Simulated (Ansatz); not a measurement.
C2H2BBrS, SMILES `S=C=CBBr`. Charge 0, multiplicity 1. Correlated methods include outer-core shells of Br, which these sets cover unevenly. Scalar relativity is left out up to krypton.

```xyz
7

S    -1.2495   -1.1284   -2.3468
C    -0.8819   -0.5923   -0.9519
C    -0.5339   -0.1249    0.2298
B     0.8641    0.4275    0.4055
Br    1.4060    1.1150    2.1065
H    -1.2652   -0.1541    1.0339
H     1.6605    0.4573   -0.4770
```

Q: Give the diagnostics of a CCSD(T)/def2-TZVPP run (frozen core, Ansatz). (Best estimate.)

A: Computed: T1 = 0.0146, largest single amplitude 0.038, largest double 0.083, (T) share of the correlation energy 4.9 %, 10 CCSD cycles. The RHF solution is stable towards an unrestricted one. T1 lies under the customary mark of 0.02 for closed shells.
